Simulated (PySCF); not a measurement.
All values below come from B3LYP-D3(BJ)/def2-TZVP // B3LYP-D3(BJ)/def2-SVP (PySCF 2.14.0). Gas-phase values, no solvent. One relaxed conformer stands for a flexible species; it need not be the lowest. B3LYP has the VWN-RPA correlation part, as in Gaussian. Delta-SCF ions had no search for a lower state. Excitations are Tamm–Dancoff values on a coarser integration grid. The basis has no diffuse functions, so Rydberg states are missing or too high.

Reference species (SMILES): `[SH][GeH2][SH]` (H–S–Ge–S torsion -140°, S–Ge–S–H torsion -140°) (neutral, multiplicity 1).

```yaml
vertical ionisation energy (Delta-SCF): 9.25 eV
LUMO: -0.77 eV
T1 excitation (TDA): 4.80 eV
```

After one change: the vertical ionisation energy (Delta-SCF) decreases by 0.82 eV; the LUMO falls by 0.68 eV; the T1 excitation (TDA) drops by 0.74 eV.

**Question.** What was changed between the two runs? The new species is one of these.
A) `[SH][GeH2][GeH2][SH]`
B) `[SH][GeH2][GeH2][GeH2][GeH2][GeH2][GeH2][SH]`
C) `[SH][GeH2][GeH2][GeH2][SH]`

**Answer.** C, `[SH][GeH2][GeH2][GeH2][SH]`
